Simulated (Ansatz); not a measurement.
This geometry of ClH3Si + FH + H2O (10 atoms, charge 0, multiplicity 1) is a first-order saddle point.

Level of theory: RKS BLYP/def2-SVP (Ansatz 0.2.0).

```xyz
10
Properties=species:S:1:pos:R:3
Si -1.391 0.338 0.528
Cl 0.291 1.576 -0.753
H -2.448 -0.720 0.330
H -0.974 0.510 1.954
H -2.188 1.563 0.155
H 1.026 -0.967 -0.076
F -0.212 -1.067 0.171
H 1.673 0.371 -0.589
O 2.046 -0.615 -0.410
H 2.176 -0.989 -1.309
```

**Question.** Which two structures does it join? (They come from a converged band through this point; their orientation in space is the band's.)

**Answer.** Bonds broken: Si1–Cl2, H6–F7, H8–O9. Bonds formed: Si1–F7, Cl2–H8, H6–O9. ClH3Si + FH + H2O becomes ClH + FH3Si + H2O.

Image 0:

```xyz
10
Properties=species:S:1:pos:R:3
Si -1.567 0.756 0.450
Cl -0.058 1.703 -0.728
H -2.014 -0.481 -0.244
H -1.044 0.545 1.826
H -2.684 1.755 0.473
H 1.090 -1.308 0.306
F 0.270 -1.556 0.767
H 1.762 0.242 -0.691
O 2.206 -0.638 -0.636
H 2.041 -1.019 -1.523
```

Image 10:

```xyz
10
Properties=species:S:1:pos:R:3
Si -1.681 0.063 0.685
Cl 1.174 2.069 -0.462
H -2.853 -0.719 1.192
H -1.096 0.891 1.777
H -2.073 0.861 -0.512
H 1.246 -1.110 -0.225
F -0.555 -1.076 0.217
H 1.722 0.835 -0.513
O 2.108 -0.811 -0.602
H 2.008 -1.002 -1.558
```

**Question.** How far does it lie above each of them?

**Answer.** 63.6 kJ/mol above the first and 97.0 kJ/mol above the second. This is the barrier of this one path; another mechanism may lie lower. The orbitals stay closed-shell, which can raise the energy where a bond breaks towards radicals; this wasn't checked here.

Time of the run: 2.3 min on 2 threads of Intel(R) Xeon(R) Platinum 8488C (Sapphire Rapids), with other jobs on the host, peak memory 0.15 GiB.
